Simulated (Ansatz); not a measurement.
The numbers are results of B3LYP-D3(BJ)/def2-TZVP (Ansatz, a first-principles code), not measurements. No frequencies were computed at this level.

Ansatz 0.2 input:
```yaml
crystal:
  periodic: [false, false, false]
  atoms:
    - { symbol: C, position_ang: [-1.006993, 0.002818, -0.026971] }
    - { symbol: Ga, position_ang: [1.017128, -0.003695, 0.026166] }
    - { symbol: F, position_ang: [2.016349, 1.425819, 0.194347] }
    - { symbol: F, position_ang: [2.027592, -1.430204, -0.091674] }
    - { symbol: H, position_ang: [-1.384297, -0.369649, 0.922681] }
    - { symbol: H, position_ang: [-1.333421, -0.650687, -0.832594] }
    - { symbol: H, position_ang: [-1.336359, 1.025597, -0.191954] }
basis:
  gaussian: { orbitals: def2-tzvp }
hamiltonian:
  xc: b3lyp
  dispersion: d3bj
relax:
  max_steps: 150
```

Output:

```
Functional definition: B3LYP
1027 factors; their error is unknown
mean field evaluation 1: about -58893.5526 eV, gradient 8.0e1 eV
mean field evaluation 2: about -58875.8543 eV, gradient 1.3e2 eV
mean field evaluation 4: about -58904.4593 eV, gradient 6.8e0 eV
mean field evaluation 8: about -58904.5576 eV, gradient 2.6e-1 eV
mean field evaluation 16: about -58904.7144 eV, gradient 8.6e-5 eV
mean field -58904.71436135 eV, -2164.7083257302 hartree, gradient 3.7e-5 eV, S^2 0.000000; 0 other end points of the search recorded, 0 dependent functions left out
reference -58904.71459408 eV, -2164.7083342829 hartree; 29, 29 occupied and 130, 130 virtual orbitals, 1027 factors
relax step   1: F+E_penalty+E_count = -58904.87572515 eV  Δ(F+E_penalty+E_count) = +0.000e0 eV  max|allowed force component| = 1.066e0 eV/Å  Δτ_max = 0.0000 Å  (28 SCF iters, accepted)
these checks for a lower state are left out or cut short: starts, cluster_reference, orbital_swaps, neighbouring_geometries, increment
1027 factors; their error is unknown
mean field -58904.74895276 eV, -2164.7095969411 hartree, gradient 1.8e-5 eV, S^2 0.000000; 0 other end points of the search recorded, 0 dependent functions left out
reference -58904.74918481 eV, -2164.7096054687 hartree; 29, 29 occupied and 130, 130 virtual orbitals, 1027 factors
relax step   2: F+E_penalty+E_count = -58904.91157489 eV  Δ(F+E_penalty+E_count) = -3.585e-2 eV  max|allowed force component| = 4.837e-1 eV/Å  Δτ_max = 0.0360 Å  (31 SCF iters, accepted)
these checks for a lower state are left out or cut short: starts, cluster_reference, orbital_swaps, neighbouring_geometries, increment
1027 factors; their error is unknown
mean field evaluation 32: about -58904.7540 eV, gradient 1.7e-5 eV
mean field -58904.75401010 eV, -2164.7097827947 hartree, gradient 1.7e-5 eV, S^2 0.000000; 0 other end points of the search recorded, 0 dependent functions left out
reference -58904.75424178 eV, -2164.7097913090 hartree; 29, 29 occupied and 130, 130 virtual orbitals, 1027 factors
relax step   3: F+E_penalty+E_count = -58904.91709406 eV  Δ(F+E_penalty+E_count) = -5.519e-3 eV  max|allowed force component| = 3.170e-2 eV/Å  Δτ_max = 0.0174 Å  (31 SCF iters, accepted)
these checks for a lower state are left out or cut short: starts, cluster_reference, orbital_swaps, neighbouring_geometries, increment
1027 factors; their error is unknown
mean field -58904.75397318 eV, -2164.7097814383 hartree, gradient 1.6e-5 eV, S^2 0.000000; 0 other end points of the search recorded, 0 dependent functions left out
reference -58904.75420491 eV, -2164.7097899539 hartree; 29, 29 occupied and 130, 130 virtual orbitals, 1027 factors
relax step   4: F+E_penalty+E_count = -58904.91699222 eV  Δ(F+E_penalty+E_count) = +1.018e-4 eV  max|allowed force component| = 5.270e-2 eV/Å  Δτ_max = 0.0146 Å  (30 SCF iters, rejected (line search))
these checks for a lower state are left out or cut short: starts, cluster_reference, orbital_swaps, neighbouring_geometries, increment
1027 factors; their error is unknown
mean field -58904.75427994 eV, -2164.7097927112 hartree, gradient 1.6e-5 eV, S^2 0.000000; 0 other end points of the search recorded, 0 dependent functions left out
reference -58904.75451168 eV, -2164.7098012277 hartree; 29, 29 occupied and 130, 130 virtual orbitals, 1027 factors
relax step   5: F+E_penalty+E_count = -58904.91727855 eV  Δ(F+E_penalty+E_count) = -1.845e-4 eV  max|allowed force component| = 6.736e-3 eV/Å  Δτ_max = 0.0066 Å  (31 SCF iters, accepted)
1027 factors; their error is unknown
mean field evaluation 64: about -58904.7543 eV, gradient 3.7e-5 eV
mean field -58904.75427994 eV, -2164.7097927112 hartree, gradient 2.2e-5 eV, S^2 0.000000; 1 other end points of the search recorded, 0 dependent functions left out
reference -58904.75451168 eV, -2164.7098012277 hartree; 29, 29 occupied and 130, 130 virtual orbitals, 1027 factors
Total energy: -58904.91751029 eV, -2164.7157913160 hartree
Atom 0 at    -0.964443     0.006455    -0.029956 Å, force     0.000543    -0.004810     0.006736 eV/Å
Atom 1 at     0.982924     0.002729     0.023290 Å, force    -0.002370     0.000323    -0.000050 eV/Å
Atom 2 at     1.987859     1.434435     0.197098 Å, force     0.000324    -0.001651    -0.000353 eV/Å
Atom 3 at     1.978433    -1.441854    -0.089492 Å, force     0.001843     0.000795     0.000100 eV/Å
Atom 4 at    -1.346844    -0.371051     0.918496 Å, force     0.001335     0.002714    -0.004861 eV/Å
Atom 5 at    -1.307728    -0.648766    -0.828871 Å, force    -0.000312     0.001260    -0.000808 eV/Å
Atom 6 at    -1.330201     1.018051    -0.190564 Å, force    -0.001364     0.001369    -0.000764 eV/Å
Dipole moment:    -0.747392     0.002447    -0.020751 e Å
```

Cost: around 30 core-seconds (rough).
